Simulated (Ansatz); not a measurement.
```yaml
crystal:
  periodic: [false, false, false]
  atoms:
    - {symbol: O, position_ang: [-0.368783, 1.272800, -1.659089]}
    - {symbol: Ti, position_ang: [0.518961, -0.054838, 0.032963]}
    - {symbol: O, position_ang: [2.176645, -0.166491, 0.030993]}
    - {symbol: O, position_ang: [-0.592686, -1.433733, -0.294965]}
    - {symbol: Se, position_ang: [-0.154687, 1.474601, 2.283632]}
    - {symbol: H, position_ang: [-0.786446, 1.352749, -2.108559]}
    - {symbol: H, position_ang: [2.426676, -0.789018, -0.146376]}
    - {symbol: H, position_ang: [-1.261822, -2.066517, 0.024375]}
    - {symbol: H, position_ang: [-1.470465, 1.525466, 1.855621]}
basis:
  gaussian: {orbitals: STO-3G}
total_charge: 1
magnetization: {spin_polarized: true, initial_magnetization: 1}
hamiltonian: {xc: {name: B97}}
accuracy: high
output: {forces: true}
```

```sh
$ ansatz run in.yaml --threads 2 --pin off --events-out ev --progress --plain --max-ram 32768MiB --backend cpu
```

Output, abridged:

```
Functional definition: B97
1100 factors; integrals over basis functions are off by at most 2.9e-8 eV
mean field evaluation 1: about -93585.3051 eV, gradient 3.7e1 eV
mean field evaluation 2: about -93318.5770 eV, gradient 1.9e2 eV
mean field evaluation 4: about -93587.2241 eV, gradient 3.4e1 eV
mean field evaluation 8: about -93596.9742 eV, gradient 2.4e0 eV
mean field evaluation 16: about -93596.9696 eV, gradient 2.5e-1 eV
mean field -93596.97051161 eV, -3439.6252239963 hartree, gradient 8.1e-8 eV, S^2 0.774334; 2 other end points of the search recorded, 0 dependent functions left out
reference -93596.97051327 eV, -3439.6252240576 hartree; 42, 41 occupied and 13, 14 virtual orbitals, 1100 factors
Total energy: -93596.97051327 eV, -3439.6252240576 hartree
Atom 0 at    -0.368783     1.272800    -1.659089 Å, force    60.521209   -13.243799    65.811891 eV/Å
Atom 1 at     0.518961    -0.054838     0.032963 Å, force   -11.111813     3.653689    -2.372044 eV/Å
Atom 2 at     2.176645    -0.166491     0.030993 Å, force   -15.316363    42.054637    11.977857 eV/Å
Atom 3 at    -0.592686    -1.433733    -0.294965 Å, force     4.124485     4.108371     0.750810 eV/Å
Atom 4 at    -0.154687     1.474601     2.283632 Å, force     3.296489    -1.794430    -1.766484 eV/Å
Atom 5 at    -0.786446     1.352749    -2.108559 Å, force   -57.947504    10.422811   -61.687394 eV/Å
Atom 6 at     2.426676    -0.789018    -0.146376 Å, force    20.281640   -43.893402   -12.422999 eV/Å
Atom 7 at    -1.261822    -2.066517     0.024375 Å, force    -1.169663    -1.406245     0.402712 eV/Å
Atom 8 at    -1.470465     1.525466     1.855621 Å, force    -2.678480     0.098368    -0.694349 eV/Å
Dipole moment:    -0.286506    -0.912114    -0.704713 e Å
```

Hardware: 2 threads of a server CPU on a shared host. Wall time 44 s, peak host memory 1 GiB.
